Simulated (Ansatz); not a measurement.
Worked example: the barrier

An elementary step of Si₂H₈O₃F₂, closed shell (Si₂H₄OF₂ ([F][SiH]([F])[O][SiH3]) + H₂O + H₂O → SiH₂OF₂ ([OH][SiH]([F])[F]) + SiH₄O ([OH][SiH3]) + H₂O (still joined by a long Si–O bond); bonds formed: Si1–O8, O2–H9, H7–O10; bonds broken: H7–O8, H9–O10; bonds weakened to dative contacts: Si1–O2). “Start” is the structure reached by relaxing down from the saddle towards the reactants; PBE0-D4/def2-TZVP structures. The saddle:

Si1  (-1.254, 0.443, 0.378)
O2  (0.336, 0.151, -0.301)
Si3  (0.913, 1.004, -1.642)
F4  (-2.333, -0.513, -0.316)
F5  (-1.379, 1.667, -0.750)
H6  (-1.696, 1.355, 1.461)
H7  (0.386, -1.441, 1.454)
O8  (-0.801, -0.776, 1.618)
H9  (0.984, -0.765, 0.199)
O10  (1.315, -1.619, 0.936)
H11  (1.129, 2.429, -1.324)
H12  (2.233, 0.353, -1.865)
H13  (0.070, 0.792, -2.834)
H14  (-1.189, -0.599, 2.475)
H15  (1.287, -2.481, 0.510)
(Å)

Program: Ansatz 0.2.0. Basis: def2-TZVPP and def2-QZVPP. Cores are frozen in the correlated methods.

Energies in eV:

| quantity | saddle | start |
| --- | --- | --- |
| Hartree–Fock, triple zeta (X = 3) | -27385.86905 | -27387.17814 |
| Hartree–Fock, quadruple zeta (X = 4) | -27386.94053 | -27388.26159 |
| MP2 correlation, X = 3 | -41.75181 | -41.11155 |
| MP2 correlation, X = 4 | -45.31721 | -44.66739 |
| CCSD(T) correlation, X = 3 | -44.01843 | -43.44699 |

Problem. Work out the barrier at the basis limit: extrapolate Hartree–Fock as E(X) = E∞ + A exp(−7.88 √X) and the MP2 correlation as E(X) = E∞ + B X^−2.97 (the exponents that Neese and Valeev fitted for def2-TZVPP and QZVPP), then add CCSD(T) − MP2 in triple zeta.

Solution. Each step is linear, so take the differences first (saddle − start): Hartree–Fock 1.30909 (X = 3) and 1.32106 (X = 4); MP2 correlation -0.64026 and -0.64982; CCSD(T) correlation -0.57144.
Two points give E∞ = E(4) + w [E(4) − E(3)], with w = 1/(exp(7.88 (2 − √3)) − 1) = 0.1377 for Hartree–Fock and w = 1/((4/3)^2.97 − 1) = 0.7407 for the correlation.
Hartree–Fock: 1.32106 + 0.1377 × 0.01197 = 1.3227 eV.
MP2 correlation: -0.64982 + 0.7407 × (-0.00956) = -0.6569 eV.
CCSD(T) − MP2: -0.57144 − (-0.64026) = 0.0688 eV.
Sum: 1.3227 + (-0.6569) + 0.0688 = 0.7346 eV, or 16.94 kcal/mol. Plain CCSD(T) in triple zeta gives 0.7377 eV, so the larger basis shifts the result by -0.0031 eV.

T1 diagnostic: at most 0.012.

Labels in which every atom is bracketed show which atoms are joined, not bond orders.

For scale, one of the runs: CCSD(T)/def2-TZVPP, 351 basis functions, launched by `ansatz run in.yaml --threads 4 --pin off --events-out ev --progress --plain --max-ram 46080MiB --backend cuda --devices 0, --max-vram 37GiB`. Time: 16 s of wall clock on 4 CPU threads of an AMD EPYC 7R13 and a share of one NVIDIA H100; the host was shared. Peak host memory: 0.89 GiB.
